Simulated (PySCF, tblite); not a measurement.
Isomers of C5H6F3N3, one GFN2-xTB conformer each. Single-point energies are computed at PBE0/pcSseg-1 (PySCF, gas phase, no added dispersion term), electronic only.

```csv
SMILES,GFN2-xTB relative energy (kcal/mol)
CCn1nncc1C(F)(F)F,14.8
Cc1cn(CC(F)(F)F)nn1,16.4
Cc1cnnn1CC(F)(F)F,15.6
Cc1nnc(C(F)(F)F)n1C,0.0
Cc1cnn(CC(F)(F)F)n1,12.0
```

Conformers: `[CH3:1][CH2:2][n:3]1[n:4][n:5][cH:6][c:7]1[C:8]([F:9])([F:10])[F:11]` with C1–C2–N3–N4 -89°; `[CH3:1][c:2]1[cH:3][n:4]([CH2:5][C:6]([F:7])([F:8])[F:9])[n:10][n:11]1` with C3–N4–C5–C6 -66°; `[CH3:1][c:2]1[cH:3][n:4][n:5][n:6]1[CH2:7][C:8]([F:9])([F:10])[F:11]` with N5–N6–C7–C8 94°; `[CH3:1][c:2]1[cH:3][n:4][n:5]([CH2:6][C:7]([F:8])([F:9])[F:10])[n:11]1` with N4–N5–C6–C7 -87°.

**Question.** What does PBE0/pcSseg-1 give for the same structures?

**Answer.** 
```csv
SMILES,PBE0/pcSseg-1 E (Eh),PBE0/pcSseg-1 (kcal/mol),GFN2-xTB (kcal/mol),point group
Cc1nnc(C(F)(F)F)n1C,-657.16895,0.0,0.0,near Cs
Cc1cnn(CC(F)(F)F)n1,-657.16331,3.5,12.0,C1
Cc1cnnn1CC(F)(F)F,-657.15456,9.0,15.6,C1
Cc1cn(CC(F)(F)F)nn1,-657.15447,9.1,16.4,C1
CCn1nncc1C(F)(F)F,-657.14939,12.3,14.8,C1
```

Both levels put the same isomer lowest; measured from each level's own lowest isomer, the values differ by up to 8.5 kcal/mol (Cc1cnn(CC(F)(F)F)n1: 12.0 against 3.5). Neighbours under 2.5 kcal/mol apart (Cc1cnnn1CC(F)(F)F and Cc1cn(CC(F)(F)F)nn1) can change places with a better method, another conformer or zero-point energy.

**Question.** Which frontier levels, dipoles and rotational constants go with these structures?

**Answer.** 
```tsv
SMILES	HOMO (eV, PBE0/pcSseg-1)	LUMO (eV)	dipole (D)	A, B, C (MHz)
Cc1nnc(C(F)(F)F)n1C	-7.59	-0.55	6.16	2210, 827.9, 678.2
Cc1cnn(CC(F)(F)F)n1	-7.68	-0.34	2.27	2697, 644.4, 598.0
Cc1cnnn1CC(F)(F)F	-7.56	-0.30	4.68	2088, 813.7, 679.2
Cc1cn(CC(F)(F)F)nn1	-7.50	-0.41	3.52	2736, 622.8, 575.2
CCn1nncc1C(F)(F)F	-8.11	-0.90	2.62	1526, 1064, 742.9
```

**Question.** What happens when harmonic zero-point energies from GFN2-xTB frequencies are added?

**Answer.** 
| SMILES | ZPE (kcal/mol) | electronic (kcal/mol) | with ZPE (kcal/mol) |
| --- | --- | --- | --- |
| Cc1nnc(C(F)(F)F)n1C | 72.6 | 0.0 | 0.0 |
| Cc1cnn(CC(F)(F)F)n1 | 72.6 | 3.5 | 3.6 |
| Cc1cnnn1CC(F)(F)F | 72.7 | 9.0 | 9.2 |
| Cc1cn(CC(F)(F)F)nn1 | 72.4 | 9.1 | 9.0 |
| CCn1nncc1C(F)(F)F | 73.3 | 12.3 | 13.0 |

The zero-point energies span 0.9 kcal/mol. The lowest isomer stays, but the order above it changes.
